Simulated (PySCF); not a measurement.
## Radial density of Tc²⁺ (technetium, charge +2)

TPSS, [Kr] 4d5, high-spin 6S determinant. All numbers are calculated (PySCF 2.14, scalar relativity by spin-free X2C-1e, in x2c-SVPall).

```tsv
r (bohr)	4πr²ρ (e/bohr)	4πr²(ρα − ρβ)
0.0303	52.65	-0.0006
0.0510	46.14	0.0043
0.0858	63.46	0.0633
0.144	57.78	0.3567
0.243	44.51	0.7804
0.408	45.48	0.2243
0.687	13.53	0.7331
1.15	12.01	3.4607
1.94	3.256	2.0761
3.27	0.2580	0.2502
5.50	0.001247	0.0010
```

Densities and radii are taken from the X2C orbitals without a picture-change correction, which distorts them close to the nucleus.
